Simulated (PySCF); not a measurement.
A structure optimised at PBE-D3(BJ)/def2-SVP, used in a PySCF frequency run:

```xyz
5

Zr     0.0000     0.0000    -0.2678
F     -1.5489    -0.8943    -0.9175
F      0.0000     1.7885    -0.9175
F      1.5489    -0.8943    -0.9175
Cl     0.0000     0.0000     2.0872
```

**Question.** Write its SMILES, formula and point group.

**Answer.** [F][Zr]([F])([F])[Cl], ClF3Zr, C3v

**Question.** What are its rotational constants (standard atomic weights)?

**Answer.** 2.7720, 1.6842, 1.6842 GHz
